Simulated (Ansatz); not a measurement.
Consider the substitution at a C–Ge bond: `C#[C][GeH]([CH3])[CH3]` + silanol → `C#CO[SiH3]` + `[CH3][GeH2][CH3]`.

Computed with Ansatz on PBE0-D4/def2-TZVP structures; ΔE is electronic, products minus reactants. CBS: MP2 limit from def2 TZ/QZ plus the TZ coupled-cluster correction, frozen cores. DFT in def2-TZVPP. For Ge outer-core shells are correlated without core-valence functions, which leaves a few kJ/mol of doubt a bond. Scalar relativity is left out up to krypton.

CCSD(T)/CBS gives +123.6 kJ/mol.

Problem. Another level gave +106.8 kJ/mol. Which?
A. PBE-D4/def2-TZVPP
B. MP2/def2-TZVPP
C. r2SCAN-D4/def2-TZVPP
D. B2PLYP/def2-TZVPP

Solution. C. r2SCAN-D4 106.8, B2PLYP 113.2, PBE-D4 98.4, MP2/def2-TZVPP 130.9 kJ/mol.

Largest T1 diagnostic among the species: 0.013.

In def2-TZVPP, CCSD(T) changes the Hartree–Fock value by +12.9 kJ/mol (the triples alone add +1.1 kJ/mol) and MP2 by +19.4 kJ/mol. From PBE to PBE0 (25 % exact exchange), in def2-TZVPP and without D4, ΔE moves by +4.7 kJ/mol.
